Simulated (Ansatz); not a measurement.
Calculated with Ansatz (gas phase, PBE0-D4/def2-TZVP geometries, no zero-point term in ΔE). CCSD(T)/CBS adds triple-zeta CCSD(T) − MP2 to the extrapolated MP2 energy (def2 sets, frozen cores). This one scheme is used for every species. DFT in def2-TZVPP. For Br, Zn outer-core shells are correlated without core-valence functions, which leaves a few kJ/mol of doubt a bond. Scalar relativity is left out up to krypton. One conformer a species, not always the lowest.

Reaction (cleavage of the Zn–Si bond): `[CH3][Zn][SiH2]Cl` + HBr → `[CH3][Zn][Br]` + `[SiH3]Cl`

CCSD(T)/CBS gives -145.7 kJ/mol.

(1) Another level gave -144.0 kJ/mol. Which?
A. CAM-B3LYP/def2-TZVPP
B. SCS-MP2/def2-TZVPP
C. PBE-D4/def2-TZVPP
D. HF/def2-TZVPP

Largest T1 diagnostic among the species: 0.013.

Answers

(1) A. CAM-B3LYP -144.0, SCS-MP2/def2-TZVPP -149.2, HF/def2-TZVPP -176.2, PBE-D4 -122.0 kJ/mol.

From r2SCAN to r2SCAN0 (25 % exact exchange), in def2-TZVPP and without D4, ΔE moves by −6.5 kJ/mol. At CCSD(T), def2-SVP lies +4.8 kJ/mol from the extrapolated value and def2-TZVPP +4.7 kJ/mol. In def2-TZVPP, CCSD(T) changes the Hartree–Fock value by +35.1 kJ/mol (the triples alone add +3.9 kJ/mol) and MP2 by +29.0 kJ/mol.
